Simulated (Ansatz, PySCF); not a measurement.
Gas-phase reaction in SMILES: COC(C)=O -> [CH2]OC(C)=O + H atom (the C-H bond at the site shown breaks; other sites are not compared here)
Structures are relaxed separately at B3LYP-D3(BJ)/def2-TZVP in Ansatz (a first-principles code), one conformer each, not searched for the lowest. Frequencies are from Ansatz or PySCF.

Wanted: bond dissociation energy (enthalpy at 298 K, with B3LYP-D3(BJ) rigid-rotor harmonic-oscillator terms), in kcal/mol. Valence correlation only, unless marked. Open shells are spin-unrestricted. No spin-orbit coupling. No relativistic terms. CBS marks a two-point X^-3 extrapolation of the correlation energy; Hartree-Fock from the larger set. The bracket is a focal-point correction in the basis named.

RI-MP2/CBS(cc-pVTZ,cc-pVQZ)+[CCSD(T)-MP2]/cc-pVTZ (Ansatz) gives 100.3 kcal/mol.

Task: Another calculation gave 98.2 kcal/mol. Which level was it?
A) HF/def2-TZVPD (PySCF)
B) SVWN5/def2-TZVPD (Ansatz)
C) wB97X-V/def2-TZVPD (Ansatz)
D) LC-wPBE/def2-TZVPD (Ansatz)

Result: C, wB97X-V/def2-TZVPD (Ansatz). The others give 94.6 (LC-wPBE), 75.6 (HF), 104.0 (SVWN5) kcal/mol.
